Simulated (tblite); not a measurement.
Species: C7H8FN (charge +1 and doublet state).
Numbering: `[NH2+:1][c:2]1[cH:3][cH:4][c:5]([CH2:6][F:7])[cH:8][cH:9]1` (hydrogens: H10, H11 on N1; H12 on C3; H13 on C4; H14, H15 on C6; H16 on C8; H17 on C9)

The geometry is computed with GFN2-xTB (gas phase). This method treats the open shell by occupation alone, without spin polarisation.

(1) List the bond lengths, angles and torsions at this level.

## Answers

(1) 
```
          bond  length (Å)     order
         N1–C2       1.328    single
         C2–C3       1.424  aromatic
         C3–C4       1.367  aromatic
         C4–C5       1.409  aromatic
         C5–C6       1.483    single
         C6–F7       1.355    single
         C5–C8       1.413  aromatic
         C8–C9       1.365  aromatic
         C2–C9       1.426  aromatic
        N1–H10       1.011    single
        N1–H11       1.011    single
        C3–H12       1.079    single
        C4–H13       1.080    single
C6–H14, C6–H15       1.102    single
        C8–H16       1.079    single
        C9–H17       1.079    single
```

Bonds in one row agree within 0.01 Å and their mean is given. Orders are formal, as drawn. A selection of angles:
```
    angle  degrees
 N1–C2–C3    120.6
 N1–C2–C9    120.7
 C3–C2–C9    118.7
 C2–C3–C4    120.3
 C3–C4–C5    120.6
 C4–C5–C6    121.0
 C4–C5–C8    119.4
 C6–C5–C8    119.6
 C5–C6–F7    112.6
 C5–C8–C9    120.6
 C2–C9–C8    120.3
H10–N1–C2    121.2
H11–N1–C2    120.9
```

Torsions: C4–C5–C6–F7 1° (synperiplanar).

C4 (carbon bonded to 2 C and H) is planar (angles 120.6°, 120.5° and 118.9°, sum 360.0°, 0.00 Å off the plane of its three neighbours). C9 (carbon bonded to 2 C and H) is planar (angles 120.7°, 120.3° and 119.0°, sum 360.0°, 0.00 Å off the plane of its three neighbours). The C–C distances run from 1.365 Å (C8–C9, aromatic) to 1.483 Å (C5–C6, drawn single), a spread of 0.118 Å. The 6-membered ring C2–C3–C4–C5–C8–C9 has internal angles of 118.7° to 120.6° (sum 720°, against 720° for a flat polygon); it is planar, 0.00 Å rms from its mean plane, widest ring torsion 0°. The 9 heavy atoms lie in one plane (0.005 Å rms). C2 (carbon bonded to 2 C and N) is planar (angles 120.7°, 120.6° and 118.7°, sum 360.0°, 0.00 Å off the plane of its three neighbours). N1 (nitrogen bonded to C and 2 H) is planar (angles 121.2°, 120.9° and 117.9°, sum 360.0°, 0.00 Å off the plane of its three neighbours).

Point group: Cs (every atom within 0.08 Å of its image). Its GFN2-xTB frequencies are all real (lowest 68 cm⁻¹). Torsions: H–N1–C2–C3 180° and 0°, C4–C5–C6–F7 1°.

On one thread of an AMD EPYC 7B13, shared host, this took 0.87 s. These figures are those of the optimisation.

One conformer stands for the species.
